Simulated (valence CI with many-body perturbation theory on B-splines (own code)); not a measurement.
## Cr XX: calculated level list

Calculated by configuration interaction combined with many-body perturbation theory (CI+MBPT): three valence electrons over a frozen Dirac-Fock core [He], radial functions for each j: 11 s, 11 p, 9 d, 7 f, 5 g, 2 h, 1 i, with the one-electron correlation potential Σ1, the two-electron term Σ2, the three-electron term Σ3, Breit, model QED; selected CI, second order for the rest (own B-spline code, finite nucleus).

No measured levels were compared; by estimate levels of excited configurations hold to 0.05 to 0.15 % of their energy, terms of the ground configuration to about 0.5 %.

Levels 1 to 45 of 84, with energies above the lowest level, 2s2 2p 2P°_1/2. "Leading %" is the weight of the configuration and term that name the level; weights of strongly mixed levels are sums over their largest components and can fall short. Lifetimes count E1, E2, E3, M1 and M2 decay at the calculated energies, and are blank where another channel may lead or the interval is too uncertain; long ones can be off by a factor of two.

```tsv
No.	Configuration	Term	J	E (eV)	Leading %	g	Lifetime	Second component
1	2s2 2p	2P°	1/2	0.00	98	0.662		
2	2s2 2p	2P°	3/2	10.29	97	1.331	195 μs	
3	2s 2p2	4P	1/2	44.02	98	2.646	20.2 ns	
4	2s 2p2	4P	3/2	48.57	100	1.728	175 ns	
5	2s 2p2	4P	5/2	53.41	97	1.584	29.0 ns	
6	2s 2p2	2D	3/2	79.49	97	0.815	124 ps	
7	2s 2p2	2D	5/2	80.99	97	1.211	199 ps	
8	2s 2p2	2P	1/2	94.31	54	1.284	31.9 ps	44 % 2s 2p2 2S
9	2s 2p2	2S	1/2	105.13	54	1.397	32.1 ps	45 % 2s 2p2 2P
10	2s 2p2	2P	3/2	106.86	97	1.316	23.7 ps	
11	2p3	4S°	3/2	136.64	95	1.959	26.5 ps	4 % 2p3 2P°
12	2p3	2D°	3/2	152.49	87	0.881	59.7 ps	10 % 2p3 2P°
13	2p3	2D°	5/2	154.80	100	1.197	60.4 ps	
14	2p3	2P°	1/2	171.15	98	0.662	28.0 ps	
15	2p3	2P°	3/2	175.40	83	1.286	28.8 ps	12 % 2p3 2D°
16	2s2 3s	2S	1/2	837.06	94	2.001	521 fs	
17	2s2 3p	2P°	1/2	857.23	92	0.665	6.39 ps	
18	2s2 3p	2P°	3/2	860.11	91	1.333	6.12 ps	
19	2s 2p 3s	4P°	1/2	877.60	97	2.627	471 fs	
20	2s2 3d	2D	3/2	878.63	95	0.798	74.9 fs	4 % 2p2 3d 2D
21	2s2 3d	2D	5/2	879.48	95	1.199	77.2 fs	4 % 2p2 3d 2D
22	2s 2p 3s	4P°	3/2	880.38	93	1.710	454 fs	
23	2s 2p 3s	4P°	5/2	887.38	98	1.598	429 fs	
24	2s 2p 3s	2P°	1/2	888.49	94	0.692	639 fs	
25	2s 2p 3p	4D	1/2	895.39	75	0.178	801 fs	22 % 2s 2p 3p 2P
26	2s 2p 3s	2P°	3/2	895.91	92	1.347	508 fs	4 % 2s 2p 3s 4P°
27	2s 2p 3p	4D	3/2	897.84	76	1.231	1.00 ps	18 % 2s 2p 3p 2P
28	2s 2p 3p	2P	3/2	901.53	39	1.468	389 fs	23 % 2s 2p 3p 4S
29	2s 2p 3p	2P	1/2	901.94	68	0.591	214 fs	23 % 2s 2p 3p 4D
30	2s 2p 3p	4D	5/2	902.32	92	1.378	39.5 ps	5 % 2s 2p 3p 4P
31	2s 2p 3p	4P	1/2	905.89	93	2.599	3.85 ps	5 % 2s 2p 3p 2S
32	2s 2p 3p	4S	3/2	906.81	39	1.526	371 fs	23 % 2s 2p 3p 2D
33	2s 2p 3p	4D	7/2	908.62	99	1.427	289 ps	
34	2s 2p 3p	4P	3/2	910.58	39	1.302	300 fs	37 % 2s 2p 3p 2D
35	2s 2p 3p	4S	3/2	912.05	32	1.524	434 fs	29 % 2s 2p 3p 4P
36	2s 2p 3p	4P	5/2	912.35	74	1.505	802 fs	19 % 2s 2p 3p 2D
37	2s 2p 3d	4F°	3/2	914.47	91	0.449	927 fs	5 % 2s 2p 3d 2D°
38	2s 2p 3d	4F°	5/2	916.19	88	1.061	468 fs	9 % 2s 2p 3d 4D°
39	2s 2p 3p	2D	5/2	916.83	78	1.278	190 fs	20 % 2s 2p 3p 4P
40	2s 2p 3d	4F°	7/2	918.97	84	1.261	300 fs	14 % 2s 2p 3d 4D°
41	2s 2p 3p	2S	1/2	920.65	89	1.936	152 fs	5 % 2s 2p 3p 2P
42	2s 2p 3d	4P°	5/2	920.83	44	1.415	83.6 fs	26 % 2s 2p 3d 4D°
43	2s 2p 3d	4D°	3/2	921.62	52	1.276	69.6 fs	20 % 2s 2p 3d 4P°
44	2s 2p 3s	2P°	1/2	921.64	77	0.579	155 fs	16 % 2s 2p 3d 4D°
45	2s 2p 3s	2P°	3/2	921.99	76	1.323	176 fs	12 % 2s 2p 3d 4D°
```

Names give the largest LS component (configuration and term), which can be under half, so a name can repeat, a term be missing and a line seem to break the LS rules; names also repeat where a configuration has a term twice.

Where two levels of one J and parity lie close, their mixing, g and order are uncertain.

The ionisation energy to 2s2 1S_0 of the next ion comes out as 1495.3 eV (NIST: 1495.1 ± 0.7 eV (semi-empirical)). All 84 levels together are meant to be complete up to 982.33 eV.
